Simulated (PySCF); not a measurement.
**Vibration and rotation of TeF**

UHF-CCSD(T) constants of TeF, ²Π (doublet), unpaired electrons π ↑ (Te x2c-SVPall, F x2c-SVPall; spin-free X2C with a Gaussian nucleus (PySCF 2.14); masses 129.9062 and 18.9984 u):

| Property | Result |
| --- | --- |
| ωe | 616.1 cm⁻¹ |
| ωexe | 2.9 cm⁻¹ |
| Be | 0.2677 cm⁻¹ |
| αe | 0.00168 cm⁻¹ |
| De to Te + F | 2.80 eV |

(1) What force constant and bond length do these constants imply?

(2) Estimate the centrifugal constant D from the Kratzer relation and find the Dunham coefficient a1.

Correlated steps freeze 19 core orbitals. Correlated levels converge slowly with the basis: in double zeta they bind strong bonds too weakly, by up to about 1 eV, and carry superposition errors of some tenths. Spin–orbit coupling is left out, which matters for elements this heavy, above all for dissociation energies. The state is the lowest determinant that a PBE0 search found; another state may lie lower at other levels.

Results:

(1) Reduced mass μred = 16.574 u; k = 5.8918×10⁻⁷·μred·ωe² (u, cm⁻¹, mdyn/Å) = 3.71 mdyn/Å; Re = √(16.8576/(μred·Be)) (u, cm⁻¹, Å) = 1.949 Å.

(2) D = 4Be³/ωe² = 2.02e-07 cm⁻¹; a1 = −1 − αeωe/(6Be²) = -3.41.
